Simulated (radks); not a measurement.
The numbers below are computed, except where a source is named.
Task: The mean radii <r> (bohr) of the occupied orbitals of an atom or ion are listed with their occupations. Level of theory: scalar-relativistic Kohn-Sham, r2SCAN, spin-unpolarised, spherical densities, finite nucleus; meta-GGA in the generalised Kohn-Sham scheme; Fermi nuclear charge, rms radius of each element as measured or else 0.836 A^(1/3) + 0.57 fm (a radial shooting solver on a logarithmic mesh with Libxc functionals).

orbital  occ.      <r>
1s          1  0.07122
3p          1   0.6216

Name the element and its charge.

Result: Z = 21, scandium, charge +19: Sc19+ in 1s1 3p1. The 1s radius gives Z: for a bare nucleus <r> = (2 gamma + 1)/(2Z) with gamma = sqrt(1 - (Z/c)^2), 0.07087 bohr for Z = 21, and screening makes it slightly larger (0.07122 here). The occupations add up to 2, and the charge is Z minus that.
